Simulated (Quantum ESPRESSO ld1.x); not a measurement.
The numbers below are computed, except where a source is named.
Problem. The aim is neutral promethium in [Xe] 4f5 6s2. This ld1.x (Quantum ESPRESSO 7.5) run was made with `OMP_NUM_THREADS=1 ld1.x < ld1.in > ld1.out`. Can the result be used? Name any fault.

```
 &input
    zed=61.0,
    iswitch=1,
    rel=2,
    lsd=1,
    dft='PBE',
    config='[Xe] 4f5 6s2',
    lsmall=.true.,
    prefix='ld1',
    max_out_wfc=37,
    file_charge='ld1.rho',
 /
```

Output (excerpt):

```
     Program LD1 v.7.5 starts

 %%%%%%%%%%%%%%%%%%%%%%%%%%%%%%%%%%%%%%%%%%%%%%%%%%%%%%%%%%%%%%%%%%%%%%%%%%%%%%
     Error in routine ld1_readin (1):
     local spin density and spin-orbit not allowed
 %%%%%%%%%%%%%%%%%%%%%%%%%%%%%%%%%%%%%%%%%%%%%%%%%%%%%%%%%%%%%%%%%%%%%%%%%%%%%%

     stopping ...
```

Solution. No (refused). The line at issue: lsd=1. The program stops in ld1_readin with "local spin density and spin-orbit not allowed": spin polarisation goes with rel = 0 or 1 alone. The sound input gives -10027.18 hartree.
